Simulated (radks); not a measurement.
Results of a calculation; reference values are marked as such.
The rhenium anion Re- inside a hard spherical wall (all orbitals vanish at R), configuration held at [Xe] 4f14 5d6 6s2 and not refilled when levels cross. Code: a radial shooting solver on a logarithmic mesh with Libxc functionals. Model: scalar-relativistic Kohn-Sham, PBE, spin-polarised, spherical densities, point nucleus; open shells are filled with parallel spins first (spin-orbit coupling, left out, can overturn this in heavy ions). Eigenvalues in eV for spin up, with the zero of energy where the potential of the charges vanishes at infinity; a dash marks a level that is unbound or too diffuse for the functional's potential to be trusted. A positive occupied level is held by the wall or, in an anion where self-interaction has pushed it up, behind a barrier. The pressure on the wall is -dE/dV.

[
 {"R (bohr)": "20", "E (hartree)": "-16692.3674", "kinetic (hartree)": "18450.380", "e(5p)": "-41.288", "e(4f)": "-35.613", "e(6s)": "-1.381", "e(5d)": "-0.321", "e(7s, empty)": "-", "e(6p, empty)": "-", "pressure (GPa)": "0.00732"},
 {"R (bohr)": "12", "E (hartree)": "-16692.3610", "kinetic (hartree)": "18450.343", "e(5p)": "-39.797", "e(4f)": "-34.176", "e(6s)": "-0.313", "e(5d)": "1.038", "e(7s, empty)": "4.111", "e(6p, empty)": "3.179", "pressure (GPa)": "0.0185"},
 {"R (bohr)": "10", "E (hartree)": "-16692.3569", "kinetic (hartree)": "18450.359", "e(5p)": "-39.478", "e(4f)": "-33.866", "e(6s)": "-0.081", "e(5d)": "1.331", "e(7s, empty)": "5.609", "e(6p, empty)": "3.673", "pressure (GPa)": "0.0826"},
 {"R (bohr)": "7", "E (hartree)": "-16692.3159", "kinetic (hartree)": "18450.553", "e(5p)": "-37.995", "e(4f)": "-32.381", "e(6s)": "1.085", "e(5d)": "2.663", "e(7s, empty)": "12.279", "e(6p, empty)": "5.772", "pressure (GPa)": "1.81"},
 {"R (bohr)": "6", "E (hartree)": "-16692.2522", "kinetic (hartree)": "18450.833", "e(5p)": "-36.575", "e(4f)": "-30.919", "e(6s)": "2.314", "e(5d)": "3.916", "e(7s, empty)": "18.236", "e(6p, empty)": "7.734", "pressure (GPa)": "6.53"},
 {"R (bohr)": "4", "E (hartree)": "-16691.4817", "kinetic (hartree)": "18453.740", "e(5p)": "-28.109", "e(4f)": "-21.655", "e(6s)": "12.095", "e(5d)": "11.801", "e(7s, empty)": "56.344", "e(6p, empty)": "21.895", "pressure (GPa)": "154"},
 {"R (bohr)": "3.5", "E (hartree)": "-16690.7113", "kinetic (hartree)": "18456.454", "e(5p)": "-23.175", "e(4f)": "-15.908", "e(6s)": "19.987", "e(5d)": "16.981", "e(7s, empty)": "82.652", "e(6p, empty)": "32.746", "pressure (GPa)": "417"},
 {"R (bohr)": "2.5", "E (hartree)": "-16684.7890", "kinetic (hartree)": "18477.221", "e(5p)": "-1.699", "e(4f)": "9.882", "e(6s)": "69.023", "e(5d)": "43.144", "e(7s, empty)": "217.16", "e(6p, empty)": "94.935", "pressure (GPa)": "5060"},
 {"R (bohr)": "2", "E (hartree)": "-16672.0628", "kinetic (hartree)": "18520.439", "e(5p)": "28.894", "e(4f)": "43.098", "e(6s)": "153.12", "e(5d)": "82.662", "e(7s, empty)": "409.56", "e(6p, empty)": "192.63", "pressure (GPa)": "25900"},
 {"R (bohr)": "1.5", "E (hartree)": "-16623.0594", "kinetic (hartree)": "18675.235", "e(5p)": "121.77", "e(4f)": "122.16", "e(6s)": "404.00", "e(5d)": "198.60", "e(7s, empty)": "914.19", "e(6p, empty)": "467.38", "pressure (GPa)": "200000"}
]
